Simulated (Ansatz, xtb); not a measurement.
## Relative energy of two isomers of C5H10B2O

Structure I: `BOB/C=C\CC=C`, a singlet. Structure II: `BOBC1CC=CC1`, a singlet. Both are isolated molecules in the gas phase, relaxed with B3LYP/def2-SVP; the shapes shown needn't be the lowest conformers.

I (Å):

```xyz
18

C     0.0674    0.8477   -0.9330
C    -0.5254   -0.3626   -0.8306
C    -1.6706   -0.7585    0.0671
C    -1.2696   -1.8359    1.0471
C    -1.7687   -3.0744    1.0809
B     1.0429    4.4073   -0.5704
B    -0.3046    2.1274   -0.1414
O     0.3780    3.2705   -0.3654
H     2.0285    4.6368    0.0926
H     0.6428    5.1752   -1.4152
H    -1.1842    2.1771    0.6863
H     0.8944    0.9220   -1.6525
H    -0.1465   -1.1879   -1.4500
H    -2.0488    0.1205    0.6120
H    -2.4969   -1.1369   -0.5617
H    -0.4951   -1.5505    1.7703
H    -2.5400   -3.4026    0.3754
H    -1.4305   -3.8068    1.8192
```

II (Å):

```tsv
atom	x (Å)	y (Å)	z (Å)
C	0.7693	0.3308	-0.5130
C	-0.2421	1.5073	-0.5766
C	-1.5849	0.8254	-0.4502
C	-1.4908	-0.5014	-0.5971
C	-0.0697	-0.9489	-0.8460
B	2.7684	2.6337	-2.7082
B	2.1124	0.4330	-1.3280
O	2.4464	1.5347	-2.0224
H	3.3893	3.5081	-2.1501
H	2.4297	2.7185	-3.8656
H	2.9008	-0.4878	-1.3514
H	1.0838	0.2168	0.5438
H	-0.1849	2.0608	-1.5347
H	-0.0630	2.2575	0.2127
H	-2.5195	1.3742	-0.3047
H	-2.3366	-1.1946	-0.5932
H	0.0463	-1.2741	-1.8992
H	0.2299	-1.8151	-0.2322
```

Problem. Estimate E(II) − E(I) at the level CCSD(T)/def2-SVP + ΔMP2/def2-TZVPP.

Solution. Calculated at CCSD(T)/def2-SVP + ΔMP2/def2-TZVPP: E(II) − E(I) = −14.0 kcal/mol, so structure II lies lower.

Level by level:

```
                             level        geometry  E(II) − E(I) (kcal/mol)  departure from the last row (kcal/mol)  job, with rough time for the two
                          GFN2-xTB        GFN2-xTB                     −27.4                                   −13.5              optimisation, 0.55 s
                         HF/STO-3G        GFN2-xTB                     −43.7                                   −29.7              single point, 0.42 s
                r2SCAN-D4/def2-SVP        GFN2-xTB                     −16.3                                    −2.3               single point, 4.5 s
                    B3LYP/def2-SVP  B3LYP/def2-SVP                     −11.3                                    +2.6             optimisation, 2.4 min
                       HF/def2-SVP  B3LYP/def2-SVP                     −11.2                                    +2.8           part of the CCSD(T) run
                      MP2/def2-SVP  B3LYP/def2-SVP                     −17.3                                    −3.3           part of the CCSD(T) run
                  CCSD(T)/def2-SVP  B3LYP/def2-SVP                     −14.8                                    −0.8                      single point
CCSD(T)/def2-SVP + ΔMP2/def2-TZVPP  B3LYP/def2-SVP                     −14.0                                                     single point, 2.5 min
```

As drawn, II has 2 C–C in place of 1 C=C. Structure I has no ring, II a 5-membered ring.

None of the levels shown reverses the order. The largest departure from CCSD(T)/def2-SVP + ΔMP2/def2-TZVPP is that of HF/STO-3G, 29.7 kcal/mol. The last row adds to CCSD(T) the change of the MP2 difference between the two basis sets, here +0.8 kcal/mol.

With thermal terms from frequencies at re-optimised GFN2-xTB minima (ideal gas, soft modes damped towards free rotors, one conformer each, 298.15 K, 1 atm): the zero-point term adds +2.0 kcal/mol; ΔH is −12.9 and ΔG −10.8 kcal/mol.

The correlated steps freeze 8 core orbitals. Codes used: Ansatz 0.2.0, xtb 6.7.1; the last row on 4 threads of Arm Neoverse V1 on a shared host.
